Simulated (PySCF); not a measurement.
Atoms are numbered as in `[O-:1][c:2]1[s:3][cH:4][cH:5][c:6]1[F:7]`; H(Xn) means a hydrogen on atom n.

Geometry: GFN2-xTB; GIAO shifts from PySCF, gas phase, non-relativistic, averaged over equivalent atoms.

At LDA/pcSseg-1 (136 basis functions, 14 s wall time on 1 thread of an Intel Xeon Platinum 8488C, shared host):
```
atoms  δ (ppm)
   O1    333.0
   C2    175.0
   C6    148.9
   C5    119.3
   C4     84.9
   F7   -244.8
H(C5)     6.06
H(C4)     3.98
```

Chemical shifts δ = σref − σ; 17O (σref 344.28) vs H2O; 13C (σref 183.31), 1H (σref 31.27) against TMS; CFCl3 for 19F (σref 132.31), all at this level.

**Question.** What do these become at PBE0/pcSseg-1?

**Answer.** 
```
atoms  δ at PBE0/pcSseg-1  change
   O1               313.2   -19.8
   C2               174.1    -0.9
   C6               141.2    -7.7
   C5               119.9    +0.6
   C4                84.0    -0.9
   F7              -223.8   +21.0
H(C5)                6.18   +0.12
H(C4)                4.00   +0.02
```

References, each an isolated molecule treated in the same way: 17O (336.08 ppm) vs H2O; 13C (186.93 ppm) and 1H (31.72 ppm) vs TMS; CFCl3 for 19F (170.95 ppm).

The largest change is at F7 (aryl fluorine). Cost: 136 basis functions, 16 s wall time on 1 thread of an Intel Xeon Platinum 8488C, shared host. The order of the carbon signals is the same at both levels.

Unscaled 19F shifts against computed CFCl3 carry errors that often reach 10 to 50 ppm. Unscaled 17O shifts of doubly bonded oxygen tend to come out too high, by tens of ppm or more. Experimental scales use liquid or dissolved standards, which lie at an offset from isolated H2O (liquid H2O: subtract about 36 ppm).
